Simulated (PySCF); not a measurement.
Does the structure fit the spectrum?

A compound C3H2F6 gives the data below (simulated from a calculation) and was assigned the structure `FC(F)(F)CC(F)(F)F`.

13C{1H} NMR (computed): δ 130.2 (C), 120.4 (C), 83.3 (CH2).

1H NMR (400 MHz, computed): δ 4.64 (m, 2H).

One averaged value for each set of equivalent atoms, no solvent model, a single conformation, relativity neglected. Shielding tensors at B97-2/pcSseg-2 (GIAO); PBE0-D3(BJ)/def2-TZVP geometry; PySCF.

δ = σ(ref) − σ, references computed at the same level: 1H, 13C against TMS.

Problem. Compare with the shifts computed for the proposed structure, pairing carbons in order of shift.

Solution. Mapped SMILES: `[F:1][C:2]([F:3])([F:4])[CH2:5][C:6]([F:7])([F:8])[F:9]`. Each H is labelled by its parent atom.

```csv
atom,computed for proposal,given list,difference
C2,133.7,130.2,+3.5
C6,133.7,120.4,+13.3
C5,42.0,83.3,-41.3
```

The rms difference is 25.2 ppm and the largest -41.3 ppm at C5 (sp3 CH2). The proposal also would give 2 carbon signals, not 3. The proposal doesn't fit.

Problem. Which isomer fits?

Solution. `C(F)C(F)(F)C(F)(F)F`.

1. Carbon types of the structure: 2 × C, 1 × CH2, which accounts for all hydrogens.
2. δC 130.2: CF3 carbon; 3 electronegative neighbours deshield it.
3. δC 120.4: fully substituted sp3 carbon bonded to 2 F; 2 electronegative neighbours deshield it.
4. δC 83.3: sp3 CH2 bonded to F; deshielded by the electronegative neighbour.
5. δH 4.64: hydrogen on an sp3 CH2 bonded to F; its carbon carries F, which withdraws density.

This is the structure that produced the data.

Splittings by 19F in the carbon and heteronuclear signals aren't shown, as no couplings were computed. Shifts are as computed. Against solution values, carbons near 30 ppm lie about +3 ppm off and those near 130 ppm about +7 ppm. Of 1211 compounds with measured shifts, 218 miss one by over three times the rms of a fit or turn the order of signals round; such compounds aren't used in these exercises.
